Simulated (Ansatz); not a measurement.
CH₅ClNOTa, SMILES `[CH3][Ta](=[NH])([OH])[Cl]`. Charge 0, multiplicity 1. Ta: def2 effective core potential. Geometry: relaxed with PBE0-D4/def2-TZVP. It is one conformer, not always the lowest.

```xyz
10

C     1.347    0.532    0.327
Ta   -0.573   -0.115   -0.397
N    -0.437   -1.869   -0.383
O    -1.853    0.401    0.916
Cl   -0.860    0.742   -2.533
H     1.584    0.104    1.304
H     2.125    0.207   -0.372
H     1.384    1.625    0.403
H    -0.451   -2.874   -0.349
H    -2.267    1.248    1.086
```

Q: What is the dipole moment at r2SCAN/def2-TZVPP? (Best estimate.)

A: Computed: 1.81 D, with components (-0.24, 1.20, 1.33) D in this frame, pointing from negative to positive charge.

Q: And with PBE, B3LYP, ωB97M-V? (An estimate is asked.)

A: The calculation gave: PBE 1.73 D, B3LYP 1.76 D, ωB97M-V 1.77 D.

Q: Give the Mulliken charges with r2SCAN, B3LYP, PBE in def2-TZVPP. (An estimate is asked.)

A: Ansatz gave: 
| atom | r2SCAN | B3LYP | PBE |
| --- | --- | --- | --- |
| C1 | -0.41 | -0.45 | -0.43 |
| Ta2 | 0.96 | 0.91 | 0.74 |
| N3 | -0.45 | -0.43 | -0.38 |
| O4 | -0.42 | -0.40 | -0.35 |
| Cl5 | -0.30 | -0.29 | -0.26 |
| H6 | 0.09 | 0.11 | 0.11 |
| H7 | 0.09 | 0.11 | 0.11 |
| H8 | 0.08 | 0.10 | 0.10 |
| H9 | 0.16 | 0.15 | 0.16 |
| H10 | 0.21 | 0.19 | 0.19 |

B3LYP here is the variant with VWN-RPA as its local correlation; programs differ in this.
